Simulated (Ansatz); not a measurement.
Geometry optimisation, RKS PBE0/6-31G* (Ansatz 0.2.0).

The input (input.yaml):

```yaml
crystal:
  periodic: [false, false, false]
  atoms:
    - { symbol: B, position_ang: [-0.048857, 0.624146, -0.444458] }
    - { symbol: F, position_ang: [0.067295, -0.222962, 1.937152] }
    - { symbol: "N", position_ang: [1.211337, 0.167718, -0.80695] }
    - { symbol: H, position_ang: [1.364759, -0.785274, -1.099349] }
    - { symbol: H, position_ang: [2.05492, 0.704099, -0.674086] }
    - { symbol: Cl, position_ang: [-1.487504, -0.357745, -0.772498] }
    - { symbol: S, position_ang: [-0.223924, 2.380064, 0.188919] }
    - { symbol: H, position_ang: [-1.566293, 2.411938, 0.160171] }
    - { symbol: H, position_ang: [-0.027233, 0.679717, 2.140799] }
basis:
  gaussian: { orbitals: "6-31G*" }
hamiltonian:
  xc: pbe0
relax:
  f_tol: 0.03
  max_steps: 50
```

Run as:

```bash
$ ansatz run input.yaml --threads 2 --pin off --max-ram 3072MiB --backend cpu --events-out ev --progress --plain --runs-dir out
```

Q: Where does it end, and by what steps?

A: The forces met the threshold. The force dipped under the threshold on the way, but the program's further checks kept it going. After 30 steps the energy has fallen by 0.260 eV; Cl6 moved furthest, 1.61 Å.

```json
{"step": "0", "energy less start (eV)": "0.0000", "largest force component (eV/Å)": "0.508", "accepted": "yes"}
{"step": "2", "energy less start (eV)": "-0.0621", "largest force component (eV/Å)": "1.507", "accepted": "yes"}
{"step": "4", "energy less start (eV)": "-0.0887", "largest force component (eV/Å)": "0.194", "accepted": "yes"}
{"step": "6", "energy less start (eV)": "-0.0985", "largest force component (eV/Å)": "0.068", "accepted": "yes"}
{"step": "8", "energy less start (eV)": "-0.1015", "largest force component (eV/Å)": "0.038", "accepted": "yes"}
{"step": "10", "energy less start (eV)": "-0.1021", "largest force component (eV/Å)": "0.025", "accepted": "yes"}
{"step": "12", "energy less start (eV)": "-0.1026", "largest force component (eV/Å)": "0.069", "accepted": "yes"}
{"step": "14", "energy less start (eV)": "-0.1030", "largest force component (eV/Å)": "0.040", "accepted": "yes"}
{"step": "16", "energy less start (eV)": "-0.1033", "largest force component (eV/Å)": "0.024", "accepted": "yes"}
{"step": "18", "energy less start (eV)": "-0.0958", "largest force component (eV/Å)": "0.773", "accepted": "no"}
{"step": "20", "energy less start (eV)": "-0.1057", "largest force component (eV/Å)": "0.237", "accepted": "yes"}
{"step": "22", "energy less start (eV)": "-0.1229", "largest force component (eV/Å)": "0.513", "accepted": "yes"}
{"step": "24", "energy less start (eV)": "-0.1864", "largest force component (eV/Å)": "0.910", "accepted": "yes"}
{"step": "26", "energy less start (eV)": "-0.2388", "largest force component (eV/Å)": "0.715", "accepted": "yes"}
{"step": "28", "energy less start (eV)": "-0.2585", "largest force component (eV/Å)": "0.119", "accepted": "yes"}
{"step": "30", "energy less start (eV)": "-0.2605", "largest force component (eV/Å)": "0.013", "accepted": "yes"}
```

```xyz
9
Properties=species:S:1:pos:R:3
B -0.223 0.660 -0.762
F 1.322 0.504 2.252
N 0.930 -0.078 -0.554
H 1.258 -0.770 -1.212
H 1.445 -0.018 0.317
Cl -1.244 0.384 -2.185
S -0.648 1.981 0.454
H -1.964 2.052 0.198
H 0.469 0.887 2.123
```

Whether the end is a true minimum wasn't checked by a vibrational analysis.

Run time: 88 s on 2 threads of Arm Neoverse V1, with other jobs on the host, peak memory 0.19 GiB.
